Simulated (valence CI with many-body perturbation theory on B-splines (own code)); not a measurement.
# Au XLVI: magnetic and hyperfine properties of the levels

Calculated by valence CI with perturbative core correlation (CI+MBPT): six valence electrons over a frozen Dirac-Fock core [Ar] 3d10, a basis of 9 s, 9 p, 8 d, 6 f, 3 g, 1 h functions for each j, with the one-electron correlation potential Σ1 (screened to all orders), the two-electron term Σ2, the three-electron term Σ3, Breit, model QED; selected single and double excitations, second order for the rest, scaled by the run's own slope (own B-spline code, finite nucleus).

No measured spectrum was set against this ion. As an estimate, large intervals hold to a few tenths of a per cent, small ones and those within an open d or f shell to about a per cent. Among the levels kept, up to 660 cm⁻¹ of a level comes from second order outside the variational space, and about a tenth of that is noise between levels of different J, which matters for small intervals.

A/g_I is the dipole constant over the nuclear g factor μ/I (μ in nuclear magnetons, uniformly magnetised nucleus), B/Q the quadrupole constant per barn. Both hold the static response of the core; the bare values leave it out. Large factors of s and p1/2 electrons are usually good to 5 to 10 %; those of open d and f shells near neutrality can be off by tens of per cent, and small factors of p3/2, d and f electrons come from cancelling terms and can be off by a factor of two or in sign, in half-filled shells by more. B is blank for J = 1/2, where it vanishes, and for nearly pure S terms. Energies count from the lowest level. Levels with J = 0 are left out.

Levels are named by their leading jj configuration (3d3/2^4 stands for four electrons in 3d with j = 3/2), which in mixed levels can hold well under half, so a name can repeat and another be missing. Letters in brackets count levels of one name in rising energy.

| Level | E (eV) | g | A/g_I (MHz) | A/g_I bare | B/Q (MHz/b) | B/Q bare |
| --- | --- | --- | --- | --- | --- | --- |
| (4s^2 4p1/2^2 4p3/2^2) J=2 | 0.00 | 1.340 | 72500 | 69700 | 13600 | 13200 |
| (4s^2 4p1/2 4p3/2^3) J=1 | 131.69 | 1.496 | -84300 | -82600 | -74300 | -72100 |
| (4s^2 4p1/2 4p3/2^3) J=2 | 136.57 | 1.149 | 232000 | 224000 | -163000 | -158000 |
| (4s^2 4p1/2^2 4p3/2 4d3/2) J=2 | 171.34 | 1.048 | 55700 | 54300 | -2370 | -2260 |
| (4s^2 4p1/2^2 4p3/2 4d3/2) J=1 | 174.86 | 1.130 | 45800 | 44800 | -64100 | -62400 |
| (4s^2 4p1/2^2 4p3/2 4d3/2) J=3 | 175.66 | 1.107 | 53000 | 51800 | 150000 | 146000 |
| (4s^2 4p1/2^2 4p3/2 4d5/2) J=4 | 201.52 | 1.261 | 35100 | 34300 | 157000 | 153000 |
| (4s^2 4p1/2^2 4p3/2 4d5/2) J=2 | 203.79 | 1.263 | 51800 | 50900 | -97700 | -94700 |
| (4s^2 4p1/2^2 4p3/2 4d5/2) J=3 | 216.63 | 1.193 | 32000 | 31400 | 5990 | 6170 |
| (4s^2 4p1/2^2 4p3/2 4d5/2) J=1 | 220.56 | 1.057 | -37200 | -34400 | 18000 | 17600 |
| (4s 4p1/2^2 4p3/2^3) J=2 | 248.83 | 1.469 | 524000 | 509000 | -143000 | -139000 |
| (4s 4p1/2^2 4p3/2^3) J=1 | 261.77 | 1.169 | -373000 | -362000 | -48900 | -47400 |
| (4s^2 4p1/2 4p3/2^2 4d3/2) J=1 [a] | 298.14 | 0.992 | 115000 | 112000 | -21900 | -21400 |
| (4s^2 4p1/2 4p3/2^2 4d3/2) J=2 [a] | 298.19 | 1.034 | 126000 | 123000 | -78700 | -76400 |
| (4s^2 4p1/2 4p3/2^2 4d3/2) J=3 [a] | 302.35 | 1.087 | 125000 | 122000 | -6240 | -5900 |
| (4s^2 4p1/2 4p3/2^2 4d3/2) J=4 | 306.92 | 1.054 | 138000 | 134000 | 24200 | 24000 |
| (4s^2 4p1/2 4p3/2^2 4d3/2) J=2 [b] | 312.92 | 0.822 | 184000 | 180000 | 82600 | 80600 |
| (4s^2 4p1/2 4p3/2^2 4d3/2) J=3 [b] | 322.40 | 1.243 | 12500 | 12400 | 25000 | 24300 |
| (4s^2 4p1/2 4p3/2^2 4d3/2) J=2 [c] | 323.57 | 1.271 | 92700 | 89800 | 3830 | 3450 |
| (4s^2 4p1/2 4p3/2^2 4d3/2) J=1 [b] | 324.58 | 1.496 | 163000 | 157000 | 14300 | 13900 |
| (4s^2 4p1/2 4p3/2^2 4d5/2) J=3 [a] | 326.93 | 1.257 | -39300 | -38000 | 14800 | 14700 |
| (4s^2 4p1/2 4p3/2^2 4d5/2) J=4 [a] | 326.95 | 1.299 | -20600 | -19700 | 57800 | 56400 |
| (4s^2 4p1/2 4p3/2^2 4d3/2) J=1 [c] | 332.64 | 0.925 | 6430 | 7760 | -12600 | -12000 |
| (4s^2 4p1/2 4p3/2^2 4d5/2) J=4 [b] | 333.28 | 1.179 | 117000 | 114000 | 1100 | 1280 |
| (4s^2 4p1/2 4p3/2^2 4d5/2) J=1 [a] | 334.10 | 0.959 | 227000 | 222000 | 18300 | 17800 |
| (4s^2 4p1/2 4p3/2^2 4d5/2) J=5 | 335.08 | 1.195 | 107000 | 104000 | 30800 | 30300 |
| (4s^2 4p1/2 4p3/2^2 4d5/2) J=2 [a] | 343.65 | 1.279 | -90200 | -86800 | 133000 | 130000 |
| (4s^2 4p1/2^2 4d3/2^2) J=2 | 345.76 | 0.757 | 34700 | 34800 | 1460 | 1430 |
| (4s^2 4p1/2 4p3/2^2 4d5/2) J=3 [b] | 347.32 | 1.122 | 132000 | 129000 | 156000 | 152000 |
| (4s^2 4p1/2 4p3/2^2 4d5/2) J=2 [b] | 351.48 | 1.083 | 120000 | 118000 | 17600 | 17200 |
| (4s^2 4p1/2 4p3/2^2 4d5/2) J=1 [b] | 352.98 | 1.271 | -127000 | -122000 | 555 | 511 |
| (4s^2 4p1/2 4p3/2^2 4d5/2) J=3 [c] | 356.67 | 1.079 | 142000 | 138000 | -122000 | -118000 |
| (4s^2 4p1/2 4p3/2^2 4d5/2) J=2 [c] | 358.96 | 1.236 | 1640 | 1810 | -121000 | -118000 |

(1) Take the isotope of mass number 197, with I = 3/2, μ = 0.1452 μN and Q = 0.547 b. What is the hyperfine structure of (4s^2 4p1/2^2 4p3/2^2) J=2?

Results:

(1) From the table A = 7020 MHz, B = 7440 MHz. Shifts from the centre of gravity in MHz: F = 1/2: -25100, F = 3/2: -21100, F = 5/2: -8160, F = 7/2: 22900.
